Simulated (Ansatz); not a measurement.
This geometry of BClGeH₇NSi (12 atoms, charge 0, multiplicity 1) is a first-order saddle point.

Theory: Ansatz 0.2.0, RKS PBE/def2-SVP.

```xyz
12
Properties=species:S:1:pos:R:3
B -0.859 0.780 1.872
Ge -0.488 0.480 -0.117
N 0.890 1.490 -0.780
Si 0.221 -1.805 -0.498
Cl 1.039 -1.814 -2.436
H -1.821 0.237 2.379
H -0.120 1.442 2.574
H -1.792 0.610 -0.979
H 1.334 1.289 -1.675
H 1.270 2.297 -0.290
H -0.901 -2.808 -0.462
H 1.304 -2.253 0.445
```

(1) Which two structures does it join? (They come from a converged band through this point; their orientation in space is the band's.)

(2) How far does it lie above each of them?

## Answers

(1) No bond is made or broken. The height of N3 over the plane of its neighbours goes from -0.40 to 0.39 Å.

Initial state:

```xyz
12
Properties=species:S:1:pos:R:3
B -0.871 0.767 1.848
Ge -0.534 0.568 -0.151
N 0.779 1.696 -0.861
Si 0.198 -1.739 -0.452
Cl 1.114 -1.743 -2.348
H -1.897 0.327 2.329
H -0.015 1.208 2.591
H -1.778 0.689 -1.075
H 1.179 1.293 -1.720
H 1.560 1.813 -0.201
H -0.903 -2.766 -0.466
H 1.244 -2.170 0.542
```

Final state:

```xyz
12
Properties=species:S:1:pos:R:3
B -0.864 0.752 1.900
Ge -0.427 0.514 -0.082
N 1.128 1.408 -0.621
Si 0.196 -1.782 -0.499
Cl 1.054 -1.801 -2.418
H -1.896 0.282 2.341
H -0.087 1.291 2.662
H -1.677 0.740 -1.007
H 1.398 1.127 -1.574
H 1.009 2.429 -0.631
H -0.984 -2.714 -0.502
H 1.227 -2.301 0.464
```

(2) 2.5 kcal/mol above the first and 1.9 kcal/mol above the second. This is the barrier of this one path; another mechanism may lie lower.

Time of the run: 4.9 min on 2 threads of Arm Neoverse V1, on a shared host, peak memory 0.19 GiB.
